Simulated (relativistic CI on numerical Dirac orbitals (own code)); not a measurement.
**Hyperfine structure of Xe XVIII, mass number 131**

Method of calculation: Dirac-Coulomb-Breit CI, KLI orbitals optimised for each configuration, model QED, unscaled Slater integrals (own radial code, finite nucleus).

Configurations in the expansion (outside the closed core [Ar] 3d10): 4s2 4p6 4d, 4s2 4p5 4d2, 4s2 4p6 4f, 4s 4p6 4d2, 4s2 4p5 4d 4f, 4s2 4p6 5s, 4s 4p6 4d 4f, 4s2 4p6 5p, 4s2 4p6 5d, 4s2 4p5 4d 5s, 4s2 4p6 5f, 4p6 4d3, 4p5 4d4, 4p5 4d3 4f. Double excitations out of closed p, d and f shells are left out; levels of such configurations are missing from the list, as are those of other unlisted configurations, and high levels can miss mixing partners. These lack a partner that the ground configuration has and come out too high: 4s2 4p5 4d 5s.

Nuclear spin I = 3/2, μ = 0.69185 μN, Q = -0.114 b (tables of Stone and Pyykkö). The electronic factors are computed for point nuclear moments, without core polarisation or the Bohr-Weisskopf and QED corrections.

| Level | E (cm⁻¹) | A (MHz) | B (MHz) |
| --- | --- | --- | --- |
| 4s2 4p6 4d 2D_3/2 | 0 | 2650 | -421 |
| 4s2 4p6 4d 2D_5/2 | 22717 | 1116 | -554 |
| 4s2 4p5 4d2 4D°_1/2 | 639893 | 895.6 |  |
| 4s2 4p5 4d2 4D°_3/2 | 644041 | 2621 | -765 |
| 4s2 4p5 4d2 4D°_5/2 | 654644 | 2301 | -398 |
| 4s2 4p5 4d2 4G°_9/2 | 676607 | 3034 | 2610 |
| 4s2 4p5 4d2 4G°_11/2 | 682988 | 2618 | 2550 |
| 4s2 4p5 4d2 4P°_5/2 | 686845 | 2279 | -763 |

Levels with J = 0, under 50 % of one LS term, or S terms without an open s electron are left out. Small factors come from cancelling terms and can be off by tens of per cent or more.

At this charge energies of transitions that change n are usually good to better than 1 %, and those within a shell (Δn = 0) to a few per cent.

Problem. Give the hyperfine levels of 4s2 4p6 4d 2D_3/2 relative to its centre of gravity.

Solution. With K = F(F + 1) − I(I + 1) − J(J + 1), E = AK/2 + B[¾K(K + 1) − I(I + 1)J(J + 1)]/[2I(2I − 1)J(2J − 1)]: F = 0: -10470, F = 1: -7394, F = 2: -1672, F = 3: 5858 MHz.

LS names give the leading component of a level, which can be under half, so a name can repeat, a term be missing and a line seem to break the LS rules.
